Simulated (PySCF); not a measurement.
C₆H₆O. Atoms are numbered in the order given.

```xyz
13

C      2.6282    -0.7824     0.3101
C      1.5167    -0.3393     0.4794
C      0.1754     0.2030     0.6823
C     -0.1858     1.5593     0.0239
O     -1.2925     0.9440    -0.6650
C     -0.9539    -0.3065    -0.2055
C     -1.4867    -1.4830    -0.5125
H      3.6160    -1.1808     0.1565
H     -0.0918     0.1670     1.7506
H     -0.5172     2.3575     0.7053
H      0.5704     1.9397    -0.6798
H     -2.3161    -1.5516    -1.2196
H     -1.0850    -2.3906    -0.0593
```
Charge 0, spin multiplicity 1.

Coordinates come from a ωB97X-D3(BJ)/def2-SVP optimisation. The structure was generated by enumeration; whether it is a known compound was not checked.

Method: r2SCAN/def2-TZVP (PySCF).

ESP charges are fitted to the potential on shells at 1.4 to 2.0 van der Waals radii. Atomic charges (e):

```tsv
atom	Mulliken	meta-Löwdin	ESP fit	Löwdin
C1	-0.01	-0.22	-0.55	(withheld)
C2	-0.16	-0.04	0.16	-0.09
C3	-0.18	-0.12	-0.24	-0.18
C4	0.05	0.02	0.02	(withheld)
O5	-0.28	-0.34	-0.31	(withheld)
C6	0.21	0.23	0.51	(withheld)
C7	-0.39	-0.37	-0.85	-0.23
H8	0.20	0.18	0.34	(withheld)
H9	0.11	0.15	0.15	0.18
H10	0.09	0.12	0.09	0.12
H11	0.10	0.12	0.11	0.13
H12	0.13	0.14	0.29	0.13
H13	0.14	0.14	0.27	0.14
```

### Question
Some entries are withheld; supply them. (Estimate from the structure and the level; the computed values follow.)

### Answer

- C1, Löwdin: -0.09
- C4, Löwdin: -0.20
- O5, Löwdin: 0.24
- C6, Löwdin: -0.27
- H8, Löwdin: 0.13

Computed Mayer and Wiberg (Löwdin basis) orders of the bonds:
```
bond    Mayer  Wiberg
------  -----  ------
C1–C2    2.71    2.95
C2–C3    1.25    1.25
C3–C4    1.00    1.09
C4–O5    0.96    1.35
C3–C6    0.95    1.05
O5–C6    1.08    1.52
C6–C7    1.77    2.09
C1–H8    0.92    0.91
C3–H9    0.94    0.77
C4–H10   0.94    0.90
C4–H11   0.95    0.89
C7–H12   0.96    0.88
C7–H13   0.96    0.88
```
